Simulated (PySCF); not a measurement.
1,1-difluoroethane (C₂H₄F₂), SMILES CC(F)F.

Geometry: PBE0-D3(BJ)/def2-SVP.

Two levels are set side by side: PBE/def2-TZVPD (PySCF) and B3LYP/def2-TZVPD (PySCF). Same geometry, gas phase. Differences are taken from unrounded values.

```csv
quantity,B3LYP,PBE,PBE minus B3LYP
orbital gap (eV),9.53,7.70,-1.83
highest occupied level (eV),-9.44,-7.91,1.53
lowest empty level (eV),0.09,-0.21,-0.30
dipole moment (D),2.19,2.06,-0.13
mean polarisability (bohr³),30.0,31.3,1.3
```

PBE's occupied levels lie high since its potential decays too fast outside the molecule; exact exchange lowers them and widens the gap. Loosely held outer electrons make PBE densities more polarisable. Differences between two approximate levels are no errors against the true value.

Rough cost on one machine, each run with all the roots and properties that it gave: B3LYP against PBE within a factor of 2.
